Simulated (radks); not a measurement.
The iodine anion I-, [Xe], held by a Watson sphere: a shell of charge +1 at radius R that stands for the Madelung well of a crystal (potential energy -1/R inside, -1/r outside, in hartree with lengths in bohr). Method: scalar-relativistic Kohn-Sham, r2SCAN, spin-polarised, spherical densities, finite nucleus; meta-GGA in the generalised Kohn-Sham scheme; Fermi nuclear charge, rms radius of each element as measured or else 0.836 A^(1/3) + 0.57 fm; computed with a radial shooting solver on a logarithmic mesh with Libxc functionals.

R (bohr)  e(4d) (eV)  e(5s) (eV)  e(5p) (eV)  <r> 5p (bohr)  sum of <r^2> (bohr^2)  X-ray form factor at sin(theta)/lambda = 0.3 1/angstrom
2.76         -50.477     -17.995      -7.706          2.500                  69.83                                                   36.601
2.99         -50.273     -17.688      -7.471          2.525                  70.85                                                   36.611
3.52         -49.816     -17.035      -6.904          2.573                  72.87                                                   36.629
3.61         -49.738     -16.932      -6.808          2.580                  73.17                                                   36.632
3.85         -49.530     -16.665      -6.555          2.597                  73.89                                                   36.637
4.25         -49.184     -16.250      -6.151          2.619                  74.90                                                   36.643
4.51         -48.965     -16.000      -5.902          2.630                  75.44                                                   36.645
5.96         -47.888     -14.851      -4.747          2.665                  77.24                                                   36.649
